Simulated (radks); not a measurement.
Results of a calculation; reference values are marked as such.
Se2+, 32 electrons, occupied as [Ar] 3d10 4s2 4p2. Code: a radial shooting solver on a logarithmic mesh with Libxc functionals. Model: Dirac Kohn-Sham, PBE, spin-unpolarised, spherical densities, point nucleus; open shells are shared between the two j in proportion to 2j + 1; speed of light set to 13703.6 atomic units (100 times the physical value, a model run).

Radial electron density D(r) = 4 pi r^2 rho(r):

```
   r/bohr * D(r) (the largest magnitude, 48.6, reaches the edge; | marks zero)
 0.003031 |  *
 0.004043 |    *
 0.005393 |       *
 0.007192 |           *
 0.009593 |                 *
  0.01279 |                         *
   0.0172 |                                   *
  0.02294 |                                          *
   0.0306 |                                              *
  0.04081 |                                            *
  0.05444 |                                       *
   0.0726 |                                      *
  0.09684 |                                             *
   0.1292 |                                                      *
   0.1723 |                                                   *
   0.2298 |                                    *
   0.3064 |                             *
   0.4087 |                                  *
   0.5451 |                                  *
   0.7271 |                     *
   0.9697 |         *
    1.293 |    *
    1.739 |  *
    2.319 | *
    3.093 *
    4.126 *
    5.503 *
```

D(r) has 3 maxima, at r = 0.0318, 0.141, 0.472 bohr, and minima at 0.0660, 0.302 bohr, inside which lie 2.08, 11.06 electrons.
